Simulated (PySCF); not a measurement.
Species: C6H17PSi2.
Numbering: `[CH3:1][C:2]([CH3:3])([CH3:4])[C@@H:5]1[CH2:6][SiH2:7][PH:8][SiH2:9]1` (hydrogens: H10, H11, H12 on C1; H13, H14, H15 on C3; H16, H17, H18 on C4; H19 on C5; H20, H21 on C6; H22, H23 on Si7; H24 on P8; H25, H26 on Si9)

Structure used (PBE0-D3(BJ)/def2-SVP), in Å, numbered top down from 1:
```xyz
26
C6H17PSi2 angstrom
C     -1.5712    0.8419   -0.9122
C     -1.2075   -0.2202    0.1273
C     -2.0133   -1.4927   -0.1512
C     -1.5829    0.2933    1.5211
C      0.3105   -0.5588    0.0877
C      1.2615    0.6311    0.2923
Si     3.0464    0.0165    0.2198
P      3.1391   -1.3036   -1.6231
Si     0.8822   -1.5767   -1.4404
H     -2.6565    1.0284   -0.9037
H     -1.0724    1.8009   -0.7062
H     -1.2957    0.5267   -1.9304
H     -3.0921   -1.3052   -0.0323
H     -1.8595   -1.8589   -1.1797
H     -1.7341   -2.3031    0.5411
H     -1.0523    1.2243    1.7709
H     -1.3449   -0.4525    2.2965
H     -2.6624    0.5052    1.5786
H      0.4857   -1.2678    0.9224
H      1.1356    1.3822   -0.5072
H      1.0699    1.1505    1.2466
H      3.3373   -0.8377    1.4142
H      4.0569    1.1163    0.1620
H      2.9940   -0.1774   -2.4941
H      0.5774   -3.0271   -1.2551
H      0.2472   -1.1362   -2.7217
```

Jobs on this species (26 atoms, 96 electrons) with PySCF (density fitting). Hardware of each: Arm Neoverse V1, one thread (shared host). Other jobs ran on the host; a repeat could differ by tens of per cent or more. Peak memory is the resident size of the whole Python process, interpreter and libraries included.

| level and settings | work | basis functions | SCF cycles | wall time | peak memory |
| --- | --- | --- | --- | --- | --- |
| PBE0-D3(BJ)/def2-SVP, grid level 1 | geometry optimisation from a GFN2-xTB start | 223 | ? | ? | ? |
| PBE0/pcSseg-1, IEF-PCM dichloromethane | shieldings, ring-centre shieldings | 259 | 12 | 68 s | 1.4 GiB |
| PBE0/pcSseg-1, IEF-PCM chloroform | shieldings, ring-centre shieldings, charges and field gradients | 259 | 12 | 70 s | 1.4 GiB |

Fill in the missing figures.

- PBE0-D3(BJ)/def2-SVP, grid level 1; geometry optimisation from a GFN2-xTB start: 6.7 min, 0.99 GiB, 74 SCF cycles

What do all jobs in the table cost together?

About 9.0 min; the longest takes about 74 % of that, and about 5.9 times as long as the shortest.
